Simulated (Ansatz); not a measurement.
Job for Ansatz (a quantum-chemistry and plane-wave program): R-BHLYP/def2-TZVPP on Cl2Si (SMILES Cl[Si]Cl).

Ansatz 0.2 input:
```yaml
crystal:
  periodic: [false, false, false]
  atoms:
    - {symbol: Si, position_ang: [0.00000000, -0.00000000, -0.88172009]}
    - {symbol: Cl, position_ang: [1.62323226, -0.00000000, 0.44081005]}
    - {symbol: Cl, position_ang: [-1.62323226, 0.00000000, 0.44081005]}
basis:
  gaussian:
    orbitals: def2-TZVPP
hamiltonian:
  xc: {name: BHLYP}
scf: {lower_state_search: off}
```

Program output:

```
WARN ansatz: RAYON_NUM_THREADS=4 ignored (pool sized by the plan → 4); use --threads N
Functional definition: BHLYP
these checks for a lower state are left out or cut short: stability, starts, cluster_reference, orbital_swaps, neighbouring_geometries, increment
integrals: 0.05 GiB planned
998 factors; their error is unknown
mean field: 0.46 GiB planned
mean field evaluation 1: about -32924.7295 eV, gradient 1.6e1 eV
mean field evaluation 2: about -32924.8629 eV, gradient 1.7e1 eV
mean field evaluation 4: about -32925.4805 eV, gradient 5.6e-1 eV
mean field evaluation 8: about -32925.6742 eV, gradient 1.7e-1 eV
mean field evaluation 16: about -32925.6742 eV, gradient 3.4e-6 eV
mean field -32925.67419993 eV, -1209.9962090240 hartree, gradient 3.3e-6 eV, S^2 0.000000; 0 other end points of the search recorded, 0 dependent functions left out
reference -32925.67434876 eV, -1209.9962144932 hartree; 24, 24 occupied and 102, 102 virtual orbitals, 998 factors
Total energy: -32925.67434876 eV, -1209.9962144932 hartree
Checks for a lower state left out: stability, starts, cluster_reference, orbital_swaps, neighbouring_geometries, increment
```

The run converged.

Cost: around 1.5 core-seconds (rough).
